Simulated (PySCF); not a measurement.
Al(H)(Me)(OEt) (C₃H₉AlO), SMILES [AlH]([CH3])[O]CC.

Geometry optimised at PBE0-D3(BJ)/def2-SVP. The structure was generated by enumeration; whether it is a known compound was not checked. The values are those of a single conformer.

Method: IEF-PCM-B3LYP/def2-SVP run with PySCF.

The values are the electrostatic part of the solvation free energy, E(continuum) − E(gas) at the gas-phase geometry, in a cavity of scaled van der Waals radii (PySCF's table); cavitation and dispersion terms are not included. A continuum can't describe solvent molecules that bind to the metal. In vacuum the orbital gap is 6.85 eV. The dipole moment in vacuum is 0.15 D.

Estimate the values in water (ε = 78.36), benzene (ε = 2.27), tetrahydrofuran (ε = 7.43). (An estimate is asked for; the answer gives what the named calculation found.)


```json
[
 {"solvent": "water", "ε": "78.36", "ΔG(elec) (kcal/mol)": "-4.0", "dipole (D)": "0.24", "gap (eV)": "7.20"},
 {"solvent": "benzene", "ε": "2.27", "ΔG(elec) (kcal/mol)": "-1.7", "dipole (D)": "0.16", "gap (eV)": "7.00"},
 {"solvent": "tetrahydrofuran", "ε": "7.43", "ΔG(elec) (kcal/mol)": "-3.2", "dipole (D)": "0.20", "gap (eV)": "7.13"}
]
```
